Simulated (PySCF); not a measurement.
Al(OH)2(PH2) (AlH4O2P), SMILES [OH][Al]([PH2])[OH].

Geometry: TPSSh-D3(BJ)/def2-SVP. The values are those of a single conformer.

Level of theory: PySCF with TDA-B3LYP/def2-SVPD.

Vertical excitations. The molecule is in vacuum. State labels are in the subgroup Cs.

List the lowest excited states. (An estimate is asked for; the answer gives what the named calculation found.)


```
state  symmetry  energy (eV)  λ (nm)      f                                            main pairs
-----  --------  -----------  ------  -----  ----------------------------------------------------
S1           A'         5.44     228  0.105                                        HOMO→LUMO 93 %
S2           A"         6.31     196  0.003                                      HOMO→LUMO+2 94 %
S3           A'         6.42     193  0.090                                      HOMO→LUMO+1 81 %
S4           A"         6.74     184  0.000                                      HOMO−2→LUMO 98 %
S5           A'         6.96     178  0.045                    HOMO−1→LUMO 48 %, HOMO→LUMO+3 47 %
S6           A"         6.97     178  0.034                                      HOMO−3→LUMO 91 %
S7           A'         7.02     177  0.104  HOMO→LUMO+3 42 %, HOMO−1→LUMO 40 %, HOMO→LUMO+5 14 %
S8           A"         7.33     169  0.034                                      HOMO→LUMO+4 89 %
S9           A'         7.37     168  0.066                  HOMO→LUMO+5 59 %, HOMO−1→LUMO+1 13 %
S10          A'         7.44     167  0.110                    HOMO−4→LUMO 73 %, HOMO→LUMO+5 12 %
T1           A'         4.91     252      0                      HOMO→LUMO 78 %, HOMO→LUMO+1 15 %
T2           A'         5.45     227      0                      HOMO→LUMO+1 79 %, HOMO→LUMO 17 %
T3           A"         5.65     219      0                    HOMO→LUMO+2 80 %, HOMO→LUMO+4 16 %
T4           A'         6.43     193      0                    HOMO→LUMO+5 54 %, HOMO→LUMO+3 33 %
```
Triplets are in the Tamm–Dancoff approximation.
